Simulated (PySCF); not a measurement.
Species: Y(OMe)3, C3H9O3Y (singlet state).
Cartesian coordinates in Å at the PBE0-D3(BJ)/def2-SVP level; atoms count from 1:
```xyz
16
C3H9O3Y angstrom
Y      0.0270   -0.0702   -0.0907
O      1.9141    0.2146    0.6095
C      3.1938    0.4046    1.0828
H      3.6589    1.3229    0.6726
H      3.8622   -0.4394    0.8211
H      3.2179    0.4975    2.1866
O     -0.8464    1.3404   -1.2644
C     -1.3995    2.3467   -2.0251
H     -1.4772    2.0617   -3.0929
H     -0.8010    3.2784   -1.9849
H     -2.4234    2.6050   -1.6901
O     -1.0615   -1.6728    0.5246
C     -1.8060   -2.7394    0.9782
H     -1.3229   -3.2523    1.8335
H     -1.9559   -3.5034    0.1901
H     -2.8145   -2.4284    1.3155
```

Theory: PySCF, PBE0-D3(BJ)/def2-SVP geometry optimisation, gas phase, def2 core potentials past Kr.

(1) Which atoms are bound to Y1, and at what distances?

(2) List the angles at Y1.

(3) What is the shape at Y1?

(4) What are the other bond lengths?

(5) Give some angles away from the centre.

Answers

(1) 3 atoms: O7 2.032 Å, O12 2.033 Å, O2 2.033 Å. The nearest atom not counted as bound is C8, at 3.41 Å (others tie with it).

(2) 
```csv
angle,degrees,distance of the outer atoms (Å)
O2–Y1–O12,120.2,3.52
O2–Y1–O7,120.0,3.52
O7–Y1–O12,119.5,3.51
```

(3) Planar: angles 120.2°, 120.0° and 119.5°, sum 359.7°, 0.06 Å off the plane of its three neighbours.

(4) O2–C3, O7–C8, O12–C13 1.378 Å; C3–H4 and 8 like bonds 1.108 Å.

(5) Y1–O2–C3 179.9°, Y1–O7–C8 177.0°.

Charge 0, singlet. No PBE0-D3(BJ)/def2-SVP frequencies stand behind this structure, so it isn't proved a minimum.
